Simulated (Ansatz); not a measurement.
Geometry optimisation, RKS BHLYP-D4/def2-SVP (Ansatz).

The input (input.yaml):

```yaml
crystal:
  periodic: [false, false, false]
  atoms:
    - { symbol: B, position_ang: [0.0, 0.0, 0.0] }
    - { symbol: F, position_ang: [0.0, 0.0, 1.32] }
    - { symbol: "N", position_ang: [1.3423, 0.0, -0.775] }
    - { symbol: H, position_ang: [1.8089, -0.9179, -1.0268] }
    - { symbol: H, position_ang: [1.7937, 0.9179, -1.0532] }
    - { symbol: C, position_ang: [-1.3856, 0.0, -0.8] }
    - { symbol: H, position_ang: [-1.9458, -0.9305, -0.5708] }
    - { symbol: H, position_ang: [-1.9898, 0.8797, -0.4946] }
    - { symbol: H, position_ang: [-1.1839, 0.0508, -1.8903] }
basis:
  gaussian: { orbitals: def2-SVP }
hamiltonian:
  xc: { name: BHLYP }
  dispersion: d4
relax:
  f_tol: 0.02
  max_steps: 40
output:
  orbitals: {}
```

Run as:

```bash
$ ansatz run input.yaml --threads 2 --pin off --max-ram 3072MiB --backend cpu --events-out ev --progress --plain --runs-dir out
```

**Question.** Where does it end, and by what steps?

**Answer.** It converged. After 11 steps the energy has fallen by 1.472 eV; H4 moved furthest, 1.13 Å.

```
step  energy less start (eV)  largest force component (eV/Å)  accepted
   0                  0.0000                           2.291       yes
   1                 -0.3741                           1.064       yes
   2                 -0.4858                           0.899       yes
   3                 -0.6212                           1.617       yes
   4                 -0.8209                           2.252       yes
   5                 -1.0967                           1.958       yes
   6                 -1.3117                           1.123       yes
   7                 -1.4362                           0.556       yes
   8                 -1.4628                           0.749       yes
   9                 -1.4708                           0.220       yes
  10                 -1.4716                           0.024       yes
  11                 -1.4717                           0.016       yes
```

```xyz
9
Properties=species:S:1:pos:R:3
B 0.039 -0.141 -0.105
F 0.041 -0.495 1.187
N 1.277 -0.011 -0.729
H 2.142 -0.171 -0.242
H 1.383 0.248 -1.691
C -1.340 0.100 -0.811
H -1.964 -0.797 -0.730
H -1.884 0.902 -0.300
H -1.255 0.365 -1.868
```

Whether the end is a true minimum wasn't checked by a vibrational analysis.

The run took 17 s on 2 threads of Intel(R) Xeon(R) Platinum 8488C (Sapphire Rapids), on a shared host, peak memory 0.17 GiB.
